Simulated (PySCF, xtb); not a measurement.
H3SbTe3, SMILES [TeH][Sb]([TeH])[TeH].

Harmonic wavenumbers (cm⁻¹) from GFN2-xTB run with xtb at its own minimum, in rising order: 39, 50, 68, 87, 94, 127, 186, 198, 207, 514, 524, 571, 1907, 1924, 1933.

Question: What does PySCF with PBE-D3(BJ)/def2-SVP give at its own minimum? (An estimate is asked for; the answer gives what the named calculation found.)

Answer: 28, 41, 56, 101, 144, 172, 177, 182, 188, 488, 497, 552, 2029, 2040, 2044. Paired by order, the mean absolute difference is 40 cm⁻¹ and the zero-point energies are 12.0 and 12.5 kcal/mol.
